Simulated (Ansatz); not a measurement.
Calculated with Ansatz (gas phase, PBE0-D4/def2-TZVP geometries, no zero-point term in ΔE). CBS: MP2 limit from def2 TZ/QZ plus the TZ coupled-cluster correction, frozen cores. DFT in def2-TZVPP. B3LYP here is the variant with VWN-RPA as its local correlation; programs differ in this. def2 core potentials past Kr. For Ga, In outer-core shells are correlated without core-valence functions, which leaves a few kJ/mol of doubt a bond. Scalar relativity is left out up to krypton. One conformer a species, not always the lowest.

Consider the redistribution: `[OH][Ga]([OH])[O][SiH3]` + `[F][InH2]` → `[OH][Ga]([OH])[F]` + `[SiH3][O][InH2]`.

```json
{"level": "PBE-D4", "ΔE (kJ/mol)": "7.6", "difference from CCSD(T)/CBS": "1.1"}
{"level": "r2SCAN-D4", "ΔE (kJ/mol)": "7.2", "difference from CCSD(T)/CBS": "0.7"}
{"level": "PBE0-D4", "ΔE (kJ/mol)": "7.8", "difference from CCSD(T)/CBS": "1.3"}
{"level": "B3LYP-D4", "ΔE (kJ/mol)": "9.8", "difference from CCSD(T)/CBS": "3.3"}
{"level": "ωB97X-V", "ΔE (kJ/mol)": "7.8", "difference from CCSD(T)/CBS": "1.3"}
{"level": "ωB97M-V", "ΔE (kJ/mol)": "6.9", "difference from CCSD(T)/CBS": "0.4"}
{"level": "B2PLYP", "ΔE (kJ/mol)": "5.6", "difference from CCSD(T)/CBS": "-0.9"}
{"level": "PBE", "ΔE (kJ/mol)": "6.4", "difference from CCSD(T)/CBS": "-0.1"}
{"level": "r2SCAN", "ΔE (kJ/mol)": "6.7", "difference from CCSD(T)/CBS": "0.2"}
{"level": "PBE0", "ΔE (kJ/mol)": "6.7", "difference from CCSD(T)/CBS": "0.2"}
{"level": "B3LYP", "ΔE (kJ/mol)": "8.0", "difference from CCSD(T)/CBS": "1.5"}
{"level": "HF/def2-TZVPP", "ΔE (kJ/mol)": "8.6", "difference from CCSD(T)/CBS": "2.1"}
{"level": "MP2/def2-TZVPP", "ΔE (kJ/mol)": "1.2", "difference from CCSD(T)/CBS": "-5.3"}
{"level": "SCS-MP2/def2-TZVPP", "ΔE (kJ/mol)": "2.4", "difference from CCSD(T)/CBS": "-4.1"}
{"level": "CCSD/def2-TZVPP", "ΔE (kJ/mol)": "4.1", "difference from CCSD(T)/CBS": "-2.4"}
{"level": "CCSD(T)/def2-TZVPP", "ΔE (kJ/mol)": "3.3", "difference from CCSD(T)/CBS": "-3.2"}
{"level": "HF/def2-QZVPP", "ΔE (kJ/mol)": "8.6", "difference from CCSD(T)/CBS": "2.1"}
{"level": "MP2/def2-QZVPP", "ΔE (kJ/mol)": "3.0", "difference from CCSD(T)/CBS": "-3.5"}
{"level": "SCS-MP2/def2-QZVPP", "ΔE (kJ/mol)": "3.9", "difference from CCSD(T)/CBS": "-2.6"}
{"level": "HF/CBS(def2)", "ΔE (kJ/mol)": "8.6", "difference from CCSD(T)/CBS": "2.1"}
{"level": "MP2/CBS(def2)", "ΔE (kJ/mol)": "4.4", "difference from CCSD(T)/CBS": "-2.1"}
{"level": "CCSD/CBS(def2)", "ΔE (kJ/mol)": "7.3", "difference from CCSD(T)/CBS": "0.8"}
{"level": "CCSD(T)/CBS", "ΔE (kJ/mol)": "6.5", "difference from CCSD(T)/CBS": "0"}
```

Largest T1 diagnostic among the species: 0.016.

In def2-TZVPP, CCSD(T) changes the Hartree–Fock value by −5.3 kJ/mol (the triples alone add −0.8 kJ/mol) and MP2 by −7.4 kJ/mol.
